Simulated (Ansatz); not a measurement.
Species: PO, net charge 0, doublet state. SMILES: [P]=O
Geometry: optimised at B3LYP-D3(BJ)/def2-TZVP (Ansatz, an electronic-structure program).

Atomisation energy built up term by term with Ansatz (kcal/mol; UHF references for open shells; valence terms freeze the core; atomic spin-orbit terms are left out). CBS marks a two-point X^-3 extrapolation of the correlation energy; Hartree-Fock from the larger set (for Q and 5 zeta extrapolated as (X+1)exp(-9√X)).

| term | basis | kcal/mol |
|---|---|---|
| Hartree-Fock | CBS(cc-pV(Q+d)Z,cc-pV(5+d)Z) | 62.15 |
| CCSD correlation | CBS(cc-pV(Q+d)Z,cc-pV(5+d)Z) | 72.16 |
| (T) | CBS(cc-pV(Q+d)Z,cc-pV(5+d)Z) | 8.24 |
| CCSDT - CCSD(T) | cc-pV(D+d)Z | 0.19 |
| (Q) | cc-pV(D+d)Z | 0.90 |
| core correlation | cc-pwCVTZ | 0.73 |
| scalar relativity (X2C) | cc-pVTZ-DK against cc-pVTZ | -0.30 |
| sum: De |  | 144.1 |

(T) makes 5.8 % of the CCSD(T) atomisation energy.
